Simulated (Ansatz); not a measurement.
Species: KCl, net charge 1, doublet state. SMILES of the parent species: [Cl][K]

Atoms: K1, Cl2. Bonds: K1-Cl2.

Bond lengths (Å) and angles (degrees) optimised at HF/STO-3G with Ansatz (an electronic-structure program); B3LYP/LANL2DZ with Ansatz; MP2/6-31G* with LANL2DZ past Ar with Ansatz, each started from the B3LYP-D3(BJ)/def2-TZVP structure (Ansatz) of the last column. A row stands for all coordinates that are equal there. 6-31G* holds six Cartesian d functions.

```csv
coordinate,HF/STO-3G,B3LYP/LANL2DZ,MP2/6-31G* with LANL2DZ past Ar,B3LYP-D3(BJ)/def2-TZVP
K1-Cl2,3.038,3.524,3.582,3.324
```

Mean signed difference of all 1 bond lengths from B3LYP-D3(BJ)/def2-TZVP: HF/STO-3G -0.286 Å, B3LYP/LANL2DZ 0.200 Å, MP2/6-31G* with LANL2DZ past Ar 0.257 Å.
